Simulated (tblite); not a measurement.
Species: C₃H₁₁NOSi₄.
Geometry (GFN2-xTB, Å), atoms numbered from 1 in this order:
```
atom  x, y, z in Å
C1     2.6331   -1.1512   -0.4111
C2     1.7706   -0.5059    0.6635
Si3    0.5699    0.8010   -0.0390
Si4   -1.1644    1.3876    1.4575
O5    -1.6088    2.9468    1.2025
Si6   -2.7515    0.2154    0.1790
Si7   -1.0795   -0.1816   -1.4568
C8    -0.7848   -2.0011   -1.7404
N9    -0.5889   -3.1270   -1.8549
H10    3.3153   -1.8811    0.0221
H11    3.2255   -0.4005   -0.9306
H12    2.0113   -1.6635   -1.1425
H13    2.4193   -0.0622    1.4215
H14    1.1946   -1.2844    1.1681
H15    1.4316    1.8422   -0.6472
H16   -0.9863    1.2302    2.9117
H17   -1.1153    3.6886    1.5398
H18   -3.2826   -1.0062    0.8017
H19   -3.9544    0.9127   -0.2935
H20   -1.2600    0.2510   -2.8544
```

Method: GFN2-xTB as coded in tblite; computed harmonic values from a numerical Hessian at the method's own geometry, unscaled. The method is semi-empirical: single wavenumbers can be off by several per cent or more. Modes of hydrogen on silicon can be 10 to 20 % off. One conformer, not necessarily the lowest.

Harmonic wavenumbers (cm⁻¹): 28.9, 61.5, 62.6, 75.0, 79.5, 110.8, 148.6, 175.7, 216.0, 244.2, 270.0, 281.2, 284.5, 297.1, 326.2, 345.3, 368.0, 385.9, 397.6, 402.6, 447.4, 516.8, 545.4, 589.1, 608.0, 625.2, 657.1, 678.1, 702.4, 738.4, 780.6, 822.5, 847.1, 979.6, 1020.1, 1078.2, 1247.0, 1288.5, 1424.3, 1488.8, 1509.0, 1515.1, 2065.1, 2118.5, 2136.0, 2172.7, 2190.0, 2310.3, 2953.4, 2970.2, 3012.3, 3023.8, 3032.8, 3663.2.

A = 1052, B = 664.0, C = 462.3 MHz; mass 188.992 u (most abundant isotopes); point group C1, symmetry number 1.

Q: Zero-point energy?

A: Half the sum of the wavenumbers: 28159 cm⁻¹ = 336.86 kJ/mol.

Q: What is S at 200 K and 1 bar for an ideal gas of classical rigid rotors and harmonic oscillators?

A: Translation 165.93, rotation 125.88, vibration 149.22: S = 441.0 J/(mol K).

Q: And Cp and H(200 K) − H(0)?

A: Cp = 187.21 J/(mol K), of which vibrations give 153.95 (their classical limit is 54 R = 449.0); H(200 K) − H(0) = 22.59 kJ/mol without the zero-point energy, 15.93 from vibrations.

Q: Which modes carry the vibrational entropy at 200 K?

A: 28.9 cm⁻¹: 21.39; 61.5 cm⁻¹: 15.16; 62.6 cm⁻¹: 15.02; 75.0 cm⁻¹: 13.54; 79.5 cm⁻¹: 13.07; 110.8 cm⁻¹: 10.42 J/(mol K); the other 48 give 60.62 together.

Q: How do the functions run with temperature in this model?

A: 
```tsv
T (K)	S (J/(mol K))	Cp (J/(mol K))	H − H(0) (kJ/mol)	G − H(0) (kJ/mol)	ln q(vib)
50	273.9	74.3	2.56	-11.14	1.24
100	337.9	115.1	7.29	-26.50	3.55
298.15	525.8	238.0	43.59	-113.18	12.96
373.15	582.5	267.1	62.58	-154.78	16.30
500	666.2	304.7	98.96	-234.12	21.55
750	800.1	355.7	181.98	-418.09	30.66
1000	907.4	389.8	275.44	-631.97	38.47
```

q(vib) and H(0) count from the zero-point level.

Q: Blend soft modes into free rotors: weight 1/[1 + (100 cm⁻¹/ν̃)⁴] for the oscillator and the rest for a rotor with moment μB/(μ + B), μ = h/(8π²ν), B = 10⁻⁴⁴ kg m². What vibrational entropy results?

A: 135.85 J/(mol K) in place of 149.22, which changes −T·S at 200 K by +2.67 kJ/mol.

Hindered rotation and anharmonicity are outside this model. Other conformers, if any are populated, would add a mixing term that is left out. The structure is chiral; the term R ln 2 for an equal mix with its mirror image is left out.
